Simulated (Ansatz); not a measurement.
Input and output for the cluster Na8P⁻.

```yaml
crystal:
  periodic: [false, false, false]
  atoms:
    - {symbol: P, position_ang: [-0.490104, 0.399560, -0.882820]}
    - {symbol: Na, position_ang: [-0.607587, 2.509484, -2.521842]}
    - {symbol: Na, position_ang: [-3.154520, 0.498408, -1.248996]}
    - {symbol: Na, position_ang: [-0.103024, -1.608651, 1.024709]}
    - {symbol: Na, position_ang: [-0.701596, -0.908486, -3.221689]}
    - {symbol: Na, position_ang: [-0.656606, 1.607108, 1.569304]}
    - {symbol: Na, position_ang: [3.676121, -2.323718, 1.454243]}
    - {symbol: Na, position_ang: [-0.176257, -0.145137, 4.566431]}
    - {symbol: Na, position_ang: [2.213573, -0.028579, -0.739349]}
basis:
  gaussian: {orbitals: def2-SVPD, nuclear_model: gaussian}
total_charge: -1
hamiltonian: {xc: {name: revPBE0}, dispersion: d3bjatm}
scf: {omitted_lower_state_checks: [starts]}
```

```sh
$ ansatz run in.yaml --threads 4 --pin off --events-out ev --progress --plain --max-ram 4787MiB
```

Output, abridged:

```
Functional definition: revPBE0
1487 factors; integrals over basis functions are off by at most 4.4e-4 eV
mean field evaluation 1: about -44593.0358 eV, gradient 1.9e1 eV
mean field evaluation 2: about -44571.5500 eV, gradient 6.3e1 eV
mean field evaluation 4: about -44594.9052 eV, gradient 2.4e0 eV
mean field evaluation 8: about -44595.1248 eV, gradient 4.4e-1 eV
mean field evaluation 16: about -44595.1269 eV, gradient 3.3e-4 eV
mean field -44595.12685926 eV, -1638.8406844152 hartree, gradient 2.7e-5 eV, S^2 0.000000; 0 other end points of the search recorded, 0 dependent functions left out
reference -44595.12690389 eV, -1638.8406860555 hartree; 52, 52 occupied and 116, 116 virtual orbitals, 1487 factors
Total energy: -44595.94523275 eV, -1638.8707590863 hartree
Checks for a lower state left out: starts
```

It took 11 s on 4 threads of Arm Neoverse V1 on a shared host, peak host memory 0.59 GiB.

The restricted singlet is unstable towards broken spin symmetry in Hartree–Fock (as tested in another run); at RKS revPBE0-D3(BJ)-ATM/def2-SVPD this wasn't settled.
